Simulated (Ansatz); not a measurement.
Consider the formal exchange of groups at the Al–Ge bond: `[SiH3][AlH][GeH3]` + `BC=C` → `B/C=[CH]/[AlH][SiH3]` + GeH₄.

Program: Ansatz. Geometries: PBE0-D4/def2-TZVP. ΔE: electronic, gas phase. CCSD(T)/CBS is the MP2 limit (def2-TZVPP, def2-QZVPP) plus CCSD(T) − MP2 in def2-TZVPP, frozen cores. Functionals use def2-TZVPP. For Ge outer-core shells are correlated without core-valence functions, which leaves a few kJ/mol of doubt a bond. Scalar relativity is left out up to krypton. One conformer a species, not always the lowest.

(1) Is it downhill or uphill in electronic energy at CCSD(T)/CBS, and by how much? (Estimate.)

(2) What do these levels give: PBE-D4, B2PLYP, r2SCAN, PBE0, HF/def2-TZVPP, MP2/def2-TZVPP, SCS-MP2/def2-TZVPP, CCSD/def2-TZVPP, HF/def2-QZVPP, MP2/def2-QZVPP, HF/CBS(def2), MP2/CBS(def2)? (Estimate.)

Largest T1 diagnostic among the species: 0.013.

Answers

(1) The calculation gave: Uphill: ΔE = +0.29 eV.

(2) Ansatz gave: PBE-D4 0.37, B2PLYP 0.28, r2SCAN 0.33, PBE0 0.38, HF/def2-TZVPP 0.26, MP2/def2-TZVPP 0.22, SCS-MP2/def2-TZVPP 0.22, CCSD/def2-TZVPP 0.28, HF/def2-QZVPP 0.25, MP2/def2-QZVPP 0.23, HF/CBS(def2) 0.25, MP2/CBS(def2) 0.25 eV.

The D4 term adds −0.04 eV with B3LYP and −0.02 eV with PBE0; it sums over pairs of atoms, weighted by their polarisabilities, and B3LYP, whose exchange is more repulsive, gets the larger term.

B3LYP here is the variant with VWN-RPA as its local correlation; programs differ in this.
